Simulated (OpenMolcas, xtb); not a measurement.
**A ladder of methods for C2H2BCl (SMILES C#CBCl)**

C2H2BCl has 6 atoms, charge 0, and is taken as a singlet. As SMILES, `C#CBCl`. The shape is that of a GFN2-xTB optimisation.

Each level gives the dipole moment (D). The values are calculated.

```tsv
level	kind	program	value (D)	CPU time
GFN2-xTB	semi-empirical	xtb	1.41	under 2 s
GFN0-xTB	semi-empirical	xtb	1.14	under 2 s
GFN1-xTB	semi-empirical	xtb	1.27	under 2 s
HF/ANO-R0 (sfX2C)	Hartree–Fock	OpenMolcas	1.38	1.6 s
HF/STO-3G	Hartree–Fock	OpenMolcas	1.92	1.7 s
HF/3-21G	Hartree–Fock	OpenMolcas	2.26	2 s
HF/def2-SVP	Hartree–Fock	OpenMolcas	1.36	3.9 s
B3LYP/6-31G* (spherical functions)	global hybrid	OpenMolcas	1.50	17 s
B3LYP/6-31G* (Cartesian functions)	global hybrid	OpenMolcas	1.49	19 s
B3LYP/cc-pVDZ	global hybrid	OpenMolcas	1.22	21 s
```

The values span 1.14 to 2.26 D. Sets without polarisation functions give poor dipoles. Without the sets that lack polarisation functions the rows with a basis span only 1.22 to 1.50 D. CPU times are rough (shared hosts, several kinds of processor): they show what a rung costs within a factor of a few.
